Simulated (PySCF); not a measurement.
# Ionisation energy of Pd by level of theory

Pd [Kr] 4d10 (1S) → Pd⁺ [Kr] 4d9 (2D), as a difference of total energies. Calculation: PySCF 2.14, in aug-cc-pwCVDZ-PP with ECP28MDF (6s6p5d3f, 70 functions); a scalar-relativistic core potential. Correlated levels: valence and next inner shell: nothing frozen outside the core potential. The calculations carry no spin-orbit coupling.

| method | ionisation energy (eV) |
| --- | --- |
| UHF | 6.278 |
| MP2 (valence and next inner shell) | 8.722 |
| SCS-MP2 (valence and next inner shell) | 8.407 |
| CCSD (valence and next inner shell) | 7.997 |
| CCSD(T) (valence and next inner shell) | 8.201 |

Problem. How much does correlation contribute at CCSD(T) (valence and next inner shell)?

Solution. 8.201 − (6.278) = 1.923 eV, measured against UHF.

Errors of the correlated levels include the incompleteness of this basis.

For comparison: 8.512 eV (measured; NIST levels, between the centres of gravity of the two terms).
